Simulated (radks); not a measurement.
Neutral fluorine inside a hard spherical wall (all orbitals vanish at R), configuration held at [He] 2s2 2p5 and not refilled when levels cross. Calculated with a radial shooting solver on a logarithmic mesh with Libxc functionals: non-relativistic Kohn-Sham, PBE, spin-polarised, spherical densities, point nucleus; open shells are filled with parallel spins first. Eigenvalues in eV for spin up, with the zero of energy where the potential of the charges vanishes at infinity; a dash marks a level that is unbound or too diffuse for the functional's potential to be trusted. A positive occupied level is held by the wall or, in an anion where self-interaction has pushed it up, behind a barrier. The pressure on the wall is -dE/dV.

| R (bohr) | E (hartree) | kinetic (hartree) | e(1s) | e(2s) | e(2p) | e(3s, empty) | e(3p, empty) | pressure (GPa) |
|---|---|---|---|---|---|---|---|---|
| free | -99.66566 | 99.412 | -662.89 | -30.591 | -11.864 | - | - | 0 |
| 20 | -99.66566 | 99.412 | -662.89 | -30.591 | -11.864 | - | - | < 0.0001 |
| 15 | -99.66566 | 99.412 | -662.89 | -30.591 | -11.864 | - | - | < 0.0001 |
| 12 | -99.66566 | 99.412 | -662.89 | -30.591 | -11.864 | - | - | < 0.0001 |
| 10 | -99.66566 | 99.412 | -662.89 | -30.591 | -11.864 | 0.232 | 1.869 | < 0.0001 |
| 5 | -99.66198 | 99.441 | -662.59 | -30.373 | -11.638 | 5.256 | 9.462 | 0.635 |
| 3.5 | -99.60229 | 99.784 | -660.10 | -28.735 | -9.824 | 18.333 | 24.684 | 24.1 |
| 2.5 | -99.14827 | 101.773 | -649.86 | -22.190 | -2.353 | 54.858 | 61.044 | 434 |
| 2 | -98.00575 | 105.795 | -633.64 | -10.844 | 10.148 | 108.81 | 110.09 | 2360 |
| 1.5 | -93.68050 | 117.812 | -595.60 | 22.593 | 43.775 | 249.37 | 229.07 | 17000 |
